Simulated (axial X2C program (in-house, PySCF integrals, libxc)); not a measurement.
# Potential curves of RuF⁺, 2c

Computed with an in-house relativistic program for diatomic molecules. Two-component (2c) means X2C with spin–orbit coupling and atomic mean-field two-electron Coulomb and Gaunt terms. Basis: Ru dyall-cv3z [12s12p8d5f3g], F dyall-av3z [7s6p3d2f] (cores contracted in-house); Gaussian nuclei, density fitting, unrestricted open shells. Masses: Ru 101.904 u, F 18.998 u.

State: Ω = 4 (⟨Sz⟩ = 1.98, ⟨Lz⟩ = 2.02 at M06). Energies in eV from the fragments at the same level (Ru+ + F). Fits are polynomials in 1 − R0/R over 0.85 to 1.23 times the lowest point R0.

```tsv
R (Å)	M06
1.5808	-2.0690
1.6535	-2.8330
1.7080	-3.1677
1.7625	-3.3483
1.8170	-3.4103
1.8806	-3.3697
1.9442	-3.2402
2.0260	-2.9854
2.1259	-2.5940
2.2712	-1.9608
```

Occupations by symmetry block were frozen at the best pattern of an incomplete PBE0 search. Dissociation energies refer to the lowest single-determinant-based atoms at the same level and basis. Density functionals use the spin component along the axis (collinear). The 2c atoms are single determinants rather than J levels; their spin–orbit lowering is only partly caught, and De is too large by that part. This holds for M06. Without a current term, density functionals place determinants with orbital angular momentum somewhat too high. With several unpaired electrons one determinant need not be a pure state. Open-shell Ω = 0 determinants with evenly filled partner blocks cannot be reached by this program, so the Ω shown need not be the lowest component.

Q: Fit the M06 curve near its minimum: give the equilibrium distance, the harmonic wavenumber and the well depth.

A: At M06, 2c: Re = 1.825 Å, ωe ≈ 704 cm⁻¹, De = 3.41 eV to Ru+ + F; Be follows as 0.316 cm⁻¹.
